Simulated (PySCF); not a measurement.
## Deuteron quadrupole couplings in `CC(C)[C@H]([SiH3])/C(F)=C/F`

C6H12F2Si.
Numbering: `[CH3:1][CH:2]([CH3:3])[C@H:4]([SiH3:5])/[C:6]([F:7])=[CH:8]/[F:9]` (hydrogens: H10, H11, H12 on C1; H13 on C2; H14, H15, H16 on C3; H17 on C4; H18, H19, H20 on Si5; H21 on C8)

Geometry (GFN2-xTB, Å), atoms numbered from 1 in this order:
```xyz
21
C6H12F2Si angstrom
C     -1.878   -1.029   -0.437
C     -0.903   -0.207    0.397
C     -1.506    1.165    0.699
C      0.448   -0.056   -0.327
Si     1.309   -1.741   -0.700
C      1.391    0.752    0.487
F      1.648    0.238    1.712
C      1.999    1.863    0.097
F      2.890    2.527    0.858
H     -1.515   -2.044   -0.579
H     -2.020   -0.572   -1.415
H     -2.845   -1.081    0.059
H     -0.730   -0.724    1.347
H     -2.466    1.054    1.198
H     -1.660    1.724   -0.222
H     -0.853    1.744    1.348
H      0.284    0.480   -1.265
H      2.722   -1.464   -0.957
H      0.695   -2.320   -1.894
H      1.143   -2.619    0.455
H      1.839    2.327   -0.863
```

Level: PBE0/pcSseg-1 (PySCF, non-relativistic); Q(2H) = 0.00286 b; rigid geometry, the same for H and D, with no vibrational averaging.

Question: Rank these positions by the coupling χzz of a deuteron there, largest first.
A. H17 (methine hydrogen)
B. H13 (methine hydrogen)
C. H21 (vinylic hydrogen)
D. H19 (Si–H hydrogen)
E. H15 (methyl hydrogen)

Answer: C (219 kHz), E (211 kHz), A (204 kHz), B (197 kHz), D (110 kHz).

Question: What are Vzz, η and χzz (234.96 MHz × Q × Vzz) at all hydrogens?

Answer: 
| atom | bonded to | bond length (Å) | Vzz (au) | η | χzz (kHz) |
| --- | --- | --- | --- | --- | --- |
| H10 | C1 | 1.087 | 0.3150 | 0.03 | 212 |
| H11 | C1 | 1.088 | 0.3134 | 0.02 | 211 |
| H12 | C1 | 1.088 | 0.3146 | 0.02 | 211 |
| H13 | C2 | 1.095 | 0.2926 | 0.01 | 197 |
| H14 | C3 | 1.088 | 0.3155 | 0.02 | 212 |
| H15 | C3 | 1.089 | 0.3141 | 0.02 | 211 |
| H16 | C3 | 1.087 | 0.3125 | 0.03 | 210 |
| H17 | C4 | 1.093 | 0.3037 | 0.05 | 204 |
| H18 | Si5 | 1.462 | 0.1629 | 0.01 | 109 |
| H19 | Si5 | 1.463 | 0.1638 | 0.01 | 110 |
| H20 | Si5 | 1.460 | 0.1657 | 0.02 | 111 |
| H21 | C8 | 1.078 | 0.3260 | 0.14 | 219 |

Question: Average by the element that carries the hydrogen.

Answer: on C: 210 kHz over 9 positions, mean bond length 1.088 Å; on Si: 110 kHz over 3 positions, mean bond length 1.462 Å.

Question: How does χzz go with the bond length over the 9 C–H bonds?

Answer: A straight-line fit has a slope of -11.8 kHz for each 0.01 Å, with a correlation coefficient of -0.92, over lengths from 1.078 to 1.095 Å. The longer bonds have the smaller couplings here.

One conformer (not necessarily the lowest) at the GFN2-xTB geometry, without solvent, vibrations or thermal averaging. GFN2-xTB bond lengths can be off by several hundredths of an ångström, more for odd bonds, and the gradients follow them. The small basis limits the accuracy of the gradients.
